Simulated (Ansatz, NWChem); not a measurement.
**Heat of formation of CH2Br2 (dibromomethane) from total energies**

CH2Br2: 5 atoms, total charge 0, spin state singlet. As SMILES, `BrCBr`. The coordinates come from a PBE0-D4/def2-TZVP relaxation.

```xyz
5

Br   -0.5824   -0.8733    1.5003
C    -0.1051    0.1241   -0.0720
Br    1.6135   -0.3441   -0.7943
H    -0.0758    1.1733    0.1980
H    -0.8502   -0.0799   -0.8321
```

Total energies at SVWN5/def2-SVPD (NWChem 7.3.0); the atoms run unrestricted:

| species | state | energy (Eh) |
| --- | --- | --- |
| CH2Br2 | singlet | -5179.504308 |
| Br | doublet | -2570.237107 |
| C | triplet | -37.422791 |
| H | doublet | -0.477468 |

Harmonic wavenumbers at PBE0-D4/def2-TZVP, in cm⁻¹: 172, 600, 670, 820, 1123, 1219, 1434, 3147, 3234.

Measured heats of formation of the gaseous atoms at 298.15 K, in kJ/mol: Br 111.9, C 716.9, H 218.0. Spin-orbit lowering of the atoms at 298 K (mean of the ground term's levels less their thermal mean, from spectra), in kJ/mol: Br 14.69, C 0.02. Take 1 Eh = 2625.50 kJ/mol, 1 cm⁻¹ = 0.0119627 kJ/mol, RT = 2.479 kJ/mol.

Problem. Work out the heat of formation of the gas at 298 K.

Solution. 
1. Electronic atomisation energy: 2 × (-2570.237107) + (-37.422791) + 2 × (-0.477468) − (-5179.504308) = 0.652367 Eh = 1712.8 kJ/mol.
2. Zero-point energy: half the sum of the wavenumbers, 6209.5 cm⁻¹ = 74.3 kJ/mol.
3. Thermal vibrational enthalpy, Σ hcν̃/(exp(hcν̃/kT) − 1): 2.6 kJ/mol. Translation, rotation and pV of a non-linear molecule: 4 RT = 9.9 kJ/mol.
4. The 5 free atoms carry 5/2 RT each: 31.0 kJ/mol.
5. Spin-orbit coupling lowers the free atoms by 2 × 14.69 + 0.02 = 29.4 kJ/mol.
6. Atomisation enthalpy at 298 K: 1712.8 − 29.4 − 74.3 − 2.6 − 9.9 + 31.0 = 1627.6 kJ/mol.
7. Sum of the atoms' heats of formation: 1376.7 kJ/mol. Heat of formation: 1376.7 − 1627.6 = -250.9 kJ/mol.

The tabulated value is +3.1 kJ/mol (Active Thermochemical Tables), so this level is off by -254.0 kJ/mol, or 18.5 % of the atomisation enthalpy that the table implies (1373.5 kJ/mol). The LDA overbinds, which puts heats of formation too low. Relativity is left out. Anharmonicity and any spin-orbit splitting of the molecule are left out.
